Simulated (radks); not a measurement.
The numbers below are computed, except where a source is named.
Removal energies from the aluminium ion Al2+, [Ne] 3s1, by Delta-SCF beside the eigenvalue of the level emptied. Code: a radial shooting solver on a logarithmic mesh with Libxc functionals. Model: Dirac Kohn-Sham, BLYP, spin-unpolarised, spherical densities, finite nucleus; Fermi nuclear charge, rms radius of each element as measured or else 0.836 A^(1/3) + 0.57 fm. Sub-shells are occupied by j as written (lower j first in brackets).

| removed from | final configuration | Delta-SCF (eV) | -eigenvalue (eV) |
|---|---|---|---|
| 3s1/2 | [Ne] | 28.706 | 23.843 |
| 2p3/2 | [He] 2s2 2p(1/2: 2, 3/2: 3) 3s1 | 106.11 | 90.107 |
| 2p1/2 | [He] 2s2 2p(1/2: 1, 3/2: 4) 3s1 | 106.60 | 90.553 |
| 2s1/2 | [He] 2s1 2p6 3s1 | 143.90 | 128.57 |
